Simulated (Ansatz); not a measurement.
Basis-set extrapolation for C2H8AlClSi, SMILES `C[SiH2][AlH][CH2]Cl` (PBE0-D4/def2-TZVP geometry, frozen core, the Gaussian-basis code of Ansatz). Multiplicity 1, RHF reference.

```tsv
	def2-TZVPP	def2-QZVPP
HF	-1070.802624	-1070.834943
MP2 correlation	-0.749338	-0.806298
CCSD(T) correlation	-0.854252	not run
```

Energies in hartree. Use E(X) = E(∞) + A·exp(−7.88·√X) for Hartree–Fock and E(X) = E(∞) + B·X^(−2.97) for correlation, with X = 3 and 4, and add CCSD(T) minus MP2 of the smaller set to the MP2 limit.

Q: What is the CCSD(T) energy at the basis-set limit?

A: HF limit: -1070.834943 + (-0.032319) × 0.13774 = -1070.83939. MP2 limit: -0.806298 + (-0.056960) × 0.74074 = -0.84849. Higher-order term: -0.854252 − (-0.749338) = -0.10491. Total: -1071.79279 hartree, 3.70 eV below CCSD(T)/def2-TZVPP.
